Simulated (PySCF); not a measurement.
PySCF 2.14 output of an unrestricted r2SCAN0 calculation on a single atom or ion in x2c-TZVPPall with one added diffuse shell each of s, p, d, f type (9s7p7d3f1g, 95 functions), with scalar relativity by spin-free X2C-1e:

```
SCF conv_tol = 1e-09
number electrons alpha = 25  beta = 20
    M. Bursch, H. Neugebauer, S. Ehlert, and S. Grimme.,  J. Chem. Phys. 156, 134105 (2022)
cycle= 1 E= -4783.42278785334  delta_E= -0.0106  |g|= 0.0323  |ddm|= 0.278
cycle= 2 E= -4783.42315322565  delta_E= -0.000365  |g|= 0.00955  |ddm|= 0.0653
cycle= 3 E= -4783.42324811621  delta_E= -9.49e-05  |g|= 0.00517  |ddm|= 0.0147
cycle= 4 E= -4783.4233213674  delta_E= -7.33e-05  |g|= 0.00399  |ddm|= 0.0127
cycle= 5 E= -4783.42337875449  delta_E= -5.74e-05  |g|= 0.0028  |ddm|= 0.0107
cycle= 6 E= -4783.42345039761  delta_E= -7.16e-05  |g|= 0.000674  |ddm|= 0.0288
cycle= 7 E= -4783.42345110838  delta_E= -7.11e-07  |g|= 0.000217  |ddm|= 0.00191
cycle= 8 E= -4783.4234513646  delta_E= -2.56e-07  |g|= 5.13e-05  |ddm|= 0.00165
cycle= 9 E= -4783.42345137257  delta_E= -7.97e-09  |g|= 8.23e-06  |ddm|= 0.000314
cycle= 10 E= -4783.42345137271  delta_E= -1.4e-10  |g|= 5.55e-07  |ddm|= 3.51e-05
converged SCF energy = -4783.42345137271  <S^2> = 8.7520075  2S+1 = 6.0006691
```

The run itself started from symmetry-adapted Hartree-Fock orbitals and held the occupation by maximum overlap, on a logarithmic radial grid, so the iterations belong to that start.

Problem. Which element, charge and spin multiplicity is this?

Solution. Rh (rhodium, neutral), multiplicity 6; the state was [Kr] 4d7 5s1 5p1, one real determinant (an excited configuration).

⟨L²⟩ = 13.91 against 20 for a pure G term, so this real determinant mixes terms.
